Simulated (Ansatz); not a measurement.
Isolated molecules relaxed with PBE0-D4/def2-TZVP in Ansatz; ΔE leaves out vibrations. CCSD(T)/CBS is the MP2 limit (def2-TZVPP, def2-QZVPP) plus CCSD(T) − MP2 in def2-TZVPP, frozen cores. This one scheme is used for every species. Functionals use def2-TZVPP. HSE06 is defined as in plane-wave codes. For Se outer-core shells are correlated without core-valence functions, which leaves a few kJ/mol of doubt a bond. Scalar relativity is left out up to krypton.

Consider the ligand exchange at the Al–Se bond: `[AlH2][SeH]` + `BN` → `B[NH][AlH2]` + H₂Se.

CCSD(T)/CBS gives +0.50 eV.

Task: Another level gave +0.54 eV. Which?
A. r2SCANh/def2-TZVPP
B. RPA@PBE/def2-TZVPP
C. BHLYP/def2-TZVPP
D. HSE06/def2-TZVPP

Result: A. r2SCANh 0.54, BHLYP 0.48, HSE06 0.58, RPA@PBE/def2-TZVPP 0.41 eV.

Largest T1 diagnostic among the species: 0.012.

At CCSD(T), def2-SVP lies −0.05 eV from the extrapolated value and def2-TZVPP −0.04 eV. Leaving LDA and LC-ωPBE aside and taking each functional with its dispersion term where it has one, the values, not all of them listed here, spread over 0.13 eV, from B97M-V to HSE06-D4.
